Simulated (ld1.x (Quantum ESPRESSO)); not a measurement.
## Before and after: PAW potential for Cr

* Element: Cr
* Generator: ld1.x (Quantum ESPRESSO) 7.5
* Type: PAW
* Functional: PBE
* Relativity: scalar-relativistic
* Frozen core: [Ar]
* Valence charge: 6
* Reference configuration: 3d5 4s1 4p0
* Partial waves: 4s (bound): rcut 2.00, rcutus 2.50 bohr; 4s channel at 0.05 Ry: rcut 2.00, rcutus 2.50 bohr; 4p (bound, empty): rcut 2.90, rcutus 3.75 bohr; 4p channel at 3.7 Ry: rcut 2.90, rcutus 3.75 bohr; 3d (bound): rcut 1.40, rcutus 1.50 bohr; 3d channel at 0.65 Ry: rcut 1.40, rcutus 1.50 bohr
* Local potential: all-electron potential smoothed inside 1.15 bohr (lloc = -1)
* Core correction: Bessel-smoothed model core inside 1.40 bohr
* Augmentation charge: PSQ, inside the norm-conserving radii

All-electron outer shells of the reference configuration (PBE, scalar-relativistic, ld1.x):

```json
{"shell": "3s", "level (eV)": "-73.99", "outermost node (bohr)": "0.36", "outermost maximum (bohr)": "0.78"}
{"shell": "3p", "level (eV)": "-45.44", "outermost node (bohr)": "0.33", "outermost maximum (bohr)": "0.80"}
{"shell": "4s", "level (eV)": "-4.01", "outermost node (bohr)": "1.12", "outermost maximum (bohr)": "2.74"}
{"shell": "3d", "level (eV)": "-2.91", "outermost node (bohr)": "–", "outermost maximum (bohr)": "0.84"}
{"shell": "4p", "level (eV)": "-0.99", "outermost node (bohr)": "1.25", "outermost maximum (bohr)": "3.94"}
```

Change: waves 4s (bound): rcut 2.00, rcutus 3.16 bohr; 4s channel at 0.05 Ry: rcut 2.00, rcutus 3.16 bohr.

Cutoffs: the cutoffs (Ry, on a coarse ladder) from which the occupation-weighted sum of valence levels, in a spherical-Bessel basis at the reference potential, stays within 10 and 1 mRy of its value at 400 Ry; they do not see the model core or the augmentation charge, which bear on the density cutoff. Errors are all-electron minus pseudo energies relative to the spin-unpolarised reference configuration.

What does the change do?

The bound ghosts move from p, s to p; the errors of the 6 common tests hardly move.

| quantity | base | changed |
| --- | --- | --- |
| cutoffs, loose and tight | 45 Ry, 80 Ry | not determined |
| bound ghosts | s, p | p (s not tested, overlap not positive) |
| tests counted (converged, no solver errors) | 6 of 7 | 6 of 7 |
| error for 3d5 4s0 4p0, meV [ΔE 6.90 eV] | -7.1 | -7.1 |
| error for 3d4 4s0 4p0, meV [ΔE 22.95 eV] | -99 | -99 |
| error for 3d3 4s0 4p0, meV [ΔE 53.70 eV] | -897 | -897 |
| error for 3d6 4s0 4p0, meV [ΔE 1.73 eV] | -26 | -26 |
| error for 3d5 4s0.5 4p0, meV [ΔE 2.71 eV] | -2.0 | -2.0 |
| error for 3d5 4s0 4p1, meV [ΔE 3.12 eV] | -2.4 | -2.5 |
| s: phases at 4.07 bohr within 0.05 rad from the reference energy up to (Ry; the scan ends near 5) | 4.1 | 3.5 |
| p: phases at 4.07 bohr within 0.05 rad from the reference energy up to (Ry; the scan ends near 5) | 1.5 | 1.5 |
| d: phases at 4.07 bohr within 0.05 rad from the reference energy up to (Ry; the scan ends near 5) | to the end of the scan | to the end of the scan |
| lowest overlap eigenvalue by channel | s 0.21, p 0.06, d 0.95 | s -0.20, p 0.06, d 0.95 |

Base: Tests not counted: 3d4 4s1 4p1 (solver errors, printed error -2.4 eV). Changed file: the overlap operator is not positive definite in a basis up to 400 Ry (lowest eigenvalue s -0.20), so the file is unfit for use: the generalised eigenproblem breaks down once the basis is large enough, and its test numbers describe a broken file. Tests not counted: 3d4 4s1 4p1 (solver errors, printed error -2.4 eV). A true bound ghost makes a file unfit for plane-wave use even where its test errors are small: the radial tests pick states by their node count and pass the ghost by. Where a test does run into it, the solver fails or the error is huge.
